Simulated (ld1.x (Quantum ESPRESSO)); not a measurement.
**What one change does to a pseudopotential (nitrogen (N), RRKJ)**

ld1.x (Quantum ESPRESSO) 7.5 input, shortened:

```
&input
   title='N', zed=7., rel=1, dft='PBE', iswitch=3,
   config='[He] 2s2 2p3 3d-2'
 /
 &inputp
   pseudotype=2, tm=.false., lloc=2,
   nlcc=.true.
 /
3
2S  1  0   2.00   0.00  0.75  0.75  0.0
2P  2  1   3.00   0.00  1.35  1.35  0.0
3D  3  2  -2.00   0.25  1.35  1.35  0.0
 &test
   configts(1)='2s2 2p3'
 /
```

All-electron outer shells of the reference configuration (PBE, scalar-relativistic, ld1.x):

```json
{"shell": "1s", "level (eV)": "-384.72", "outermost node (bohr)": "–", "outermost maximum (bohr)": "0.15"}
{"shell": "2s", "level (eV)": "-18.58", "outermost node (bohr)": "0.32", "outermost maximum (bohr)": "1.02"}
{"shell": "2p", "level (eV)": "-7.09", "outermost node (bohr)": "–", "outermost maximum (bohr)": "0.98"}
```

Change: all radii but the core radius scaled by about 1.36 (s 1.02, p 1.84, d 1.84 bohr).

Cutoffs: the cutoffs (Ry, on a coarse ladder) from which the occupation-weighted sum of valence levels, in a spherical-Bessel basis at the reference potential, stays within 10 and 1 mRy of its value at 400 Ry; they do not see the model core or the augmentation charge, which bear on the density cutoff. Errors are all-electron minus pseudo energies relative to the spin-unpolarised reference configuration.

Task: How do hardness, ghosts and transferability respond?

Result: The potential gets softer (70 Ry and 160 Ry → 70 Ry and 90 Ry); of the 7 tests that both files solve, the error grows in 5 and shrinks in 1 by more than 15 % and 0.3 meV (median size 9.9 → 61.1 meV); neither file shows a bound ghost. A larger radius leaves more room for a smooth pseudo-wave, so fewer plane waves are needed.

```csv
quantity,base,changed
"cutoff, loose",70 Ry,70 Ry
"cutoff, tight",160 Ry,90 Ry
loose cutoff by channel (10 mRy a level),"s 50 Ry, p 45 Ry","s 60 Ry, p 30 Ry"
bound ghosts,none,none
"error for 2s2 2p2, meV [ΔE 13.59 eV]",+9.9,+37
"error for 2s2 2p1, meV [ΔE 42.45 eV]",+108,+356
"error for 2s2 2p0, meV [ΔE 89.53 eV]",+510,+1507
"error for 2s2 2p3.3, meV [ΔE -1.62 eV]",+0.2,+0.5
"error for 2s1 2p0, meV [ΔE 167.35 eV]",+881,+2516
"error for 2s1 2p3, meV [ΔE 25.37 eV]",-8.8,-61
"error for 2s1 2p4, meV [ΔE 11.51 eV]",+7.1,-2.9
```
